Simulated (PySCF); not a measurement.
Computed shifts of a molecule CH4ClGeNSi, PySCF with KT2/pcSseg-1, GIAO, gas phase, atoms alike by connectivity averaged where their shifts nearly agree, in ppm (number of nuclei): ²⁹Si: 30.8 (1). ¹⁵N: 510.5 (1). ¹³C: 203.8 (1). ¹H: 10.37 (1), 6.82 (1), 6.47 (1), 6.20 (1). References: ³⁵Cl against HCl (σ = 945.4 ppm); ²⁹Si against TMS (σ = 361.9 ppm); ¹⁵N against NH3 (σ = 266.2 ppm); ¹³C against TMS (σ = 185.1 ppm); ⁷³Ge against GeH4 (σ = 1669.3 ppm); ¹H against TMS (σ = 31.47 ppm), references at their B3LYP-D3(BJ)/def2-TZVP geometries, non-relativistic (without spin–orbit terms, shifts of atoms bonded to Cl or Br come out too high). Geometry optimised at B3LYP-D3(BJ)/def2-SVP. Other conformers were not sampled.

Question: Identify the compound among the candidates.
A) [Cl][Ge@H]1[CH]=N[SiH2]1
B) [Cl][Ge@H]1[N]=C[SiH2]1
C) Cl[Si@H]1C=[N][GeH2]1
D) Cl[Si@H]1N=[CH][GeH2]1

Answer: D, Cl[Si@H]1N=[CH][GeH2]1
